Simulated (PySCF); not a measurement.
Computed IR spectrum (relative IR intensity) of a molecule C₃H₄ClF. Geometry: PBE0-D3(BJ)/def2-SVP. The values are those of a single conformer. Computed with PBE0-D3(BJ)/def2-SVP (PySCF 2.14.0). Frequencies are harmonic and unscaled.

```json
[
 {"ν (cm⁻¹)": "223", "relative intensity": "2.6"},
 {"ν (cm⁻¹)": "418", "relative intensity": "4.7"},
 {"ν (cm⁻¹)": "467", "relative intensity": "3.8"},
 {"ν (cm⁻¹)": "818", "relative intensity": "51"},
 {"ν (cm⁻¹)": "952", "relative intensity": "71"},
 {"ν (cm⁻¹)": "1021", "relative intensity": "15"},
 {"ν (cm⁻¹)": "1209", "relative intensity": "100"},
 {"ν (cm⁻¹)": "1322", "relative intensity": "24"},
 {"ν (cm⁻¹)": "1418", "relative intensity": "53"},
 {"ν (cm⁻¹)": "1442", "relative intensity": "3.2"},
 {"ν (cm⁻¹)": "1445", "relative intensity": "9.4"},
 {"ν (cm⁻¹)": "1774", "relative intensity": "38"},
 {"ν (cm⁻¹)": "3063", "relative intensity": "8.1"},
 {"ν (cm⁻¹)": "3145", "relative intensity": "2.8"},
 {"ν (cm⁻¹)": "3252", "relative intensity": "9.9"}
]
```

Question: Which structure fits?
A. C/C(F)=C\Cl
B. FC1(Cl)CC1
C. C/C(Cl)=C\F
D. F[C@@H]1C[C@H]1Cl

Answer: A, C/C(F)=C\Cl
